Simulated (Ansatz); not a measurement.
```yaml
crystal:
  periodic: [false, false, false]
  atoms:
    - {symbol: B, position_ang: [-1.175911, 0.863680, -0.047373]}
    - {symbol: Si, position_ang: [0.704731, 1.443160, 0.102767]}
    - {symbol: Cl, position_ang: [1.530240, 1.831071, 1.804389]}
    - {symbol: Sn, position_ang: [0.047221, -1.347983, -0.059637]}
    - {symbol: H, position_ang: [-1.527014, 0.749721, -1.215470]}
    - {symbol: H, position_ang: [-1.794660, 0.742984, 0.804947]}
    - {symbol: H, position_ang: [1.689968, 1.507193, -1.018731]}
    - {symbol: H, position_ang: [-1.413442, -2.195152, -0.015413]}
    - {symbol: H, position_ang: [0.964867, -1.736969, 1.213425]}
    - {symbol: H, position_ang: [0.873121, -1.809282, -1.590093]}
basis:
  gaussian: {orbitals: STO-3G}
hamiltonian: {xc: {name: HF}}
```

```sh
$ ansatz run in.yaml --threads 4 --pin off --events-out ev --progress --plain --max-ram 10444MiB
```

Output, abridged:

```
Functional definition: HF
705 factors; integrals over basis functions are off by at most 7.7e-5 eV
mean field evaluation 1: about -183167.2426 eV, gradient 1.8e1 eV
mean field evaluation 2: about -183167.2404 eV, gradient 1.8e1 eV
mean field evaluation 4: about -183168.9008 eV, gradient 1.3e0 eV
mean field evaluation 8: about -183168.9127 eV, gradient 1.3e-2 eV
mean field -183168.91273517 eV, -6731.3333866692 hartree, gradient 4.3e-5 eV, S^2 0.000000; 0 other end points of the search recorded, 0 dependent functions left out
reference -183168.91273517 eV, -6731.3333866692 hartree; 46, 46 occupied and 10, 10 virtual orbitals, 705 factors
Total energy: -183168.91273517 eV, -6731.3333866692 hartree
```

It took 0.25 s on 4 threads of an Arm Neoverse V2 on a shared host, with 0.13 GiB of host memory at the peak.
